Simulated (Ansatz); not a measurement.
A nudged elastic band was laid between two geometries of H$_{4}$O$_{2}$Sn (7 atoms, charge 0, multiplicity 1).

Theory: RKS LDA/def2-SVP in Ansatz.

```json
{"movable images": "7", "climbing image": "yes", "spring": "5.0 eV/Å²", "optimiser": "quadratic models (default)", "start path": "through a guess of the saddle point", "force threshold": "0.5 eV/Å", "iteration limit": "60", "end points": "relaxed"}
```

Initial state:

```xyz
7
Properties=species:S:1:pos:R:3
Sn 0.281 0.008 0.089
O 0.722 -0.119 2.017
H -0.058 0.095 2.565
H 1.797 -0.316 -0.645
H -0.556 1.454 -0.297
O -1.074 -1.376 -0.331
H -0.705 -2.272 -0.201
```

Final state:

```xyz
7
Properties=species:S:1:pos:R:3
Sn 0.190 0.343 -0.802
O 1.010 -0.020 1.281
H 0.363 -0.881 1.074
H 1.937 -0.331 1.246
H -1.202 1.253 -0.109
O -0.477 -1.473 0.115
H -1.413 -1.417 0.392
```

Task: Which bonds break or form, and what moves?

Result: Bonds broken: Sn1–H4. Bonds formed: O2–H4.

Task: Give the energies along the band, and the barrier.

Result: The forces met the threshold. The highest image is number 3 of 0 to 8, 35.0 kcal/mol above the first end and 51.6 kcal/mol above the last; the last end lies 16.6 kcal/mol below the first. The threshold of 0.5 eV/Å is loose, so the images may lie well off the minimum-energy path. The profile has 2 maxima (images 3, 6) with wells between them (image 5): this band takes more than one step, which may be the mechanism or a detour left from its start path. Neighbouring images differ by up to 1.6 eV, so the band resolves the path poorly. The order of the stationary point at the top wasn't checked. The orbitals stay closed-shell, which can raise the energy where a bond breaks towards radicals; this wasn't checked here.

| image | path coordinate (Å) | energy (kcal/mol) | Sn1–H4 (Å) | O2–H4 (Å) |
| --- | --- | --- | --- | --- |
| 0 | 0.00 | 0.0 | 1.71 | 2.88 |
| 1 | 0.77 | 1.6 | 1.72 | 2.96 |
| 2 | 1.53 | 9.4 | 1.71 | 2.53 |
| 3 | 2.30 | 35.0 | 1.74 | 1.68 |
| 4 | 3.08 | -1.9 | 2.26 | 1.00 |
| 5 | 3.85 | -4.7 | 3.01 | 0.98 |
| 6 | 4.63 | 2.1 | 2.93 | 0.98 |
| 7 | 5.40 | -8.5 | 2.86 | 0.98 |
| 8 | 6.18 | -16.6 | 2.77 | 0.98 |

Task: What is the geometry of the highest image?

Result: 
```xyz
7
Properties=species:S:1:pos:R:3:forces:R:3
Sn 0.226 0.087 -0.238 -0.04 0.14 -0.01
O 0.856 0.262 1.775 -0.27 -0.06 0.09
H 0.417 -0.507 2.209 0.12 0.10 0.11
H 1.762 -0.295 0.476 0.19 -0.12 -0.18
H -0.787 1.424 -0.645 0.06 0.07 -0.01
O -1.185 -1.296 -0.106 -0.25 0.18 0.01
H -0.881 -2.200 -0.275 0.19 -0.30 -0.02
```

Time of the run: 100 s on 1 thread of Arm Neoverse V1, on a shared host, peak memory 0.14 GiB.
